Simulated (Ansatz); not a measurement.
Born–Oppenheimer molecular dynamics of ClH₃Sn (5 atoms, charge 0, multiplicity 1). It starts at the highest image of a converged band, a first-order saddle point between two minima.

All numbers below come from RKS CAM-B3LYP-D4/def2-SVP (Ansatz 0.2.0).

```
ensemble                      : NVE (velocity Verlet)
time step                     : 0.5 fs
steps asked                   : 200
starting velocities drawn for : 100 K
seed                          : 2590
```

First frame:

```xyz
5
Properties=species:S:1:pos:R:3
Sn 0.244 0.000 -0.438
Cl 1.315 0.000 2.011
H 1.843 0.000 0.393
H -0.805 1.364 -0.349
H -0.805 -1.364 -0.349
```

Problem. How far do the bonds stretch over the last three quarters of this one trajectory? (Pairs bonded in most of those frames.)

Solution. 
```
   bond  mean (Å)  spread (Å)  shortest  longest
Sn1–Cl2     2.388       0.151      2.18     2.64
 Sn1–H3     1.748       0.075      1.64     1.95
 Sn1–H4     1.741       0.037      1.67     1.81
 Sn1–H5     1.741       0.042      1.67     1.82
```

Mean temperature of the second half: 2965 K. The conserved energy stayed within 0.24 meV per atom of its start (net change -0.14 meV per atom), so the integration is sound. The kinetic energy rose, since the run started high on the potential surface and went downhill. A run of 0.1 ps of so small a system gives no equilibrium averages. The orbitals stay closed-shell, which can raise the energy where a bond breaks towards radicals; this wasn't checked here.

Run time: 2.3 min on 2 threads of AMD EPYC 9R45 96-Core Processor (Zen 5), on a shared host, peak memory 0.15 GiB.
